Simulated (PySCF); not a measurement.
## Correlation energy of Mo⁺ (molybdenum, charge +1)

[Kr] 4d5, high-spin 6S determinant. Calculation: PySCF 2.14, in def2-QZVPPD with the def2 core potential (28 electrons) (7s5p4d3f2g, 81 functions); a scalar-relativistic core potential. Frozen: nothing; 13 electrons correlated.

MP2 pair energies summed by pair of shells (mhartree):

| pair | energy | share (%) |
| --- | --- | --- |
| 4p-4d | -154.25 | 42.2 |
| 4p-4p | -88.14 | 24.1 |
| 4d-4d | -61.41 | 16.8 |
| 4s-4p | -35.69 | 9.8 |
| 4s-4d | -20.61 | 5.6 |
| 4s-4s | -5.78 | 1.6 |

Total MP2 correlation energy: -365.87 mhartree.

Same-spin part -129.26 and opposite-spin part -236.61 mhartree; SCS-MP2 scales them by 1/3 and 6/5 to -327.02 mhartree.

The basis has no tight functions for the innermost shells, so their pair energies are far from complete.

This basis was not built for core-valence correlation, so the inner-shell part is incomplete.
